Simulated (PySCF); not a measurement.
Two-component Hartree-Fock for P²⁺ (phosphorus, charge +2)

Start: [Ne] 3s2 3p1; 3p3/2 filled at m_j = +3/2. Calculated with PySCF 2.14 in x2c-SVPall-2c with one added diffuse shell each of s, p type (5s5p1d, 25 functions): generalised Hartree-Fock with the X2C-1e Hamiltonian and a Gaussian nucleus; one run each with spin-orbit coupling (SO) switched off, then screened by Boettger's factors. This is a chosen level, not necessarily the ground level.

```csv
spinor shell,electrons,"ε, spin-free (eV)","ε, screened SO (eV)",weight of nominal j (screened SO),"rms radius, screened SO (bohr)"
1s1/2,2,-2205.6,-2205.6,1.000,0.120
2s1/2,2,-229.26,-229.27,1.000,0.560
2p1/2,2,-170.84,-171.37,0.972,0.538
2p3/2,4,-170.84,-170.59,0.986,0.539
3s1/2,2,-38.513,-38.518,0.999,1.90
3p3/2,1,-29.676,-29.649,1.000,2.17
```

```csv
quantity,spin-free,screened SO
E (hartree),-340.33095,-340.33022
M_J,3/2,3/2
⟨J²⟩,3.760,3.760
⟨L²⟩,2.008,2.008
⟨S²⟩,0.753,0.753
```

Each row is a mean over spinors that exchange with the open shell spreads, by up to 2.940 eV (3s1/2).

Without spin-orbit coupling the j labels of p, d and f shells carry no meaning; the spin-free column gives the mean over the occupied spinors of each nl shell.
